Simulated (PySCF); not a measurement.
A side-by-side comparison of computed properties.

First species: C4H9NSSi2.
SMILES: `[SiH3]N([SiH3])c1cccs1`

Second species: C7H3F3.
SMILES with atom numbers: `[CH:1]#[C:2]/[CH:3]=[C:4](/[F:5])[C:6]#[C:7][CH:8]([F:9])[F:10]` (hydrogens: H11 on C1; H12 on C3; H13 on C8)

Geometry (GFN2-xTB, Å), atoms numbered from 1 in this order:
```
atom  x, y, z in Å
C1     2.2377    1.5953    1.0131
C2     2.0512    0.4139    0.8944
C3     1.8679   -0.9708    0.7704
C4     0.7455   -1.5077    0.2699
F5     0.6253   -2.8488    0.1744
C6    -0.3653   -0.7710   -0.1838
C7    -1.3491   -0.2073   -0.5892
C8    -2.4819    0.5753   -1.0496
F9    -2.1213    1.4194   -2.0496
F10   -2.9765    1.3539   -0.0536
H11    2.3920    2.6280    1.1130
H12    2.6722   -1.6162    1.0949
H13   -3.3021   -0.0634   -1.4221
```

Levels: wB97X-D/def2-SVPD for dipole moment, HOMO energy, LUMO energy, HOMO–LUMO gap, static isotropic polarisability and electronic spatial extent ⟨r²⟩ about the centre of nuclear charge; TDDFT wB97X-D/def2-SVPD for lowest singlet excitation; TDA wB97X-D/def2-SVPD for lowest triplet excitation (Tamm–Dancoff); GFN2-xTB for rotational constant A and rotational constant C. Geometries: GFN2-xTB. All species are isolated and taken at one optimised geometry, non-relativistic unless stated; the electronic structure was computed with PySCF and density fitting.

Dipoles, sizes and rotational constants follow the conformer. The torsions of the flexible species, by atom-mapped SMILES:
- `[SiH3:1][N:2]([SiH3:3])[c:4]1[cH:5][cH:6][cH:7][s:8]1`: Si1–N2–C4–C5 6°

(1) Which has the higher rotational constant C?

(2) Which of the two has the higher HOMO energy, and by how much?

(3) Which has the higher dipole moment?

(4) Which of the two has the higher static isotropic polarisability, and by how much?

(5) Which has the higher HOMO–LUMO gap?

(6) Which has the higher S1 energy?

(7) Which has the higher T1 energy?

(8) Which has the higher rotational constant A?

Answers

(1) The first: 0.674 GHz against 0.545 GHz, a difference of 0.129 GHz.

(2) The first: -7.63 eV against -9.05 eV, a difference of 1.42 eV.

(3) The second: 0.92 D against 0.81 D, a difference of 0.11 D.

(4) The first: 121.5 au against 89.6 au, a difference of 31.9 au.

(5) The first: 9.10 eV against 8.44 eV, a difference of 0.66 eV.

(6) The first: 4.86 eV against 4.74 eV, a difference of 0.12 eV.

(7) The first: 3.58 eV against 2.82 eV, a difference of 0.76 eV.

(8) The first: 1.979 GHz against 1.785 GHz, a difference of 0.194 GHz.

On the first: The 8 singlets span 4.86 to 6.65 eV, and their oscillator strengths add up to 0.27. The polarisability is 18.00 Å³ as a volume (1 au = 0.148185 Å³), or 1.45 au for each of the 84 electrons.

On the second: The polarisability is 13.27 Å³ as a volume (1 au = 0.148185 Å³), or 1.24 au for each of the 72 electrons. The principal polarisabilities are 54.3, 93.1 and 121.4 au; their mean is the isotropic value.
